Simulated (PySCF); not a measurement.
Species: C6H9O2 (doublet state).
Geometry (GFN2-xTB, Å), atoms numbered from 1 in this order:
```xyz
17
C6H9O2 angstrom
C      3.384   -0.195    0.032
O      2.128   -0.629    0.160
C      1.098    0.262    0.185
O      1.267    1.456    0.100
C     -0.218   -0.439    0.320
C     -1.233   -0.159   -0.813
C     -2.309    0.149    0.237
C     -1.215    0.199    1.311
H      4.137   -0.955    0.023
H      3.580    0.858   -0.046
H     -0.051   -1.502    0.491
H     -1.427   -0.992   -1.485
H     -0.951    0.718   -1.391
H     -3.003   -0.677    0.382
H     -2.873    1.066    0.086
H     -0.921    1.216    1.561
H     -1.397   -0.364    2.223
```

The hyperfine couplings belong to this conformer and change with its torsions.

Identity: `[CH2]OC(=O)C1CCC1` [radical].

Method used: UKS B3LYP, pcH-1 on C H O, non-relativistic, mean-field spin-orbit, GIAO in PySCF 2.14.0. Isolated species at its GFN2-xTB geometry (one conformer only). The geometry wasn't refined by DFT: couplings that depend on bond lengths, twists or pyramidal angles can differ widely from those at the functional's own minimum. The SCF solution wasn't tested for stability.

Match the computed a_iso(17O) values -7.8, -3.0 MHz with the sites O2; O4.

```json
{"site": "O2", "a_iso (MHz)": "-7.8", "ρ(0) (bohr⁻³)": "+0.0128", "position": "1 bond from C1", "distance from C1 (Å)": "1.34", "spin population": "+0.03", "largest |T| (MHz)": "31.4"}
{"site": "O4", "a_iso (MHz)": "-3.0", "ρ(0) (bohr⁻³)": "+0.0050", "position": "3 bonds from C1", "distance from C1 (Å)": "2.69", "spin population": "+0.05", "largest |T| (MHz)": "15.9"}
```

ρ(0) is the spin density at the nucleus and T the dipolar tensor; entries for several nuclei are means. The largest Mulliken spin population is on C1 (+0.96). The angles at C1 add up to 360.0°, so it is planar; its axial dipolar tensor and the negative couplings of its protons fit spin in a p orbital normal to that plane.

β density exceeds α density at some nuclei, such as H10 (-0.0147), H9 (-0.0146) and C5 (-0.0039), spin density in bohr⁻³. In a single determinant that takes different orbitals for the two spins, that is spin polarisation.

Means are taken over nuclei equivalent by connectivity, which assumes that they swap fast. H9 and H10 aren't averaged: C1 is flat or nearly so (angle sum 360°), and its turn about the short C1–O2 bond (1.34 Å) is taken as slow.

Hardware: Intel Xeon at 2.50 GHz, one thread (shared host). Cost: 3.0 min (with the writing of density and orbital grids), 0.97 GiB resident at most.
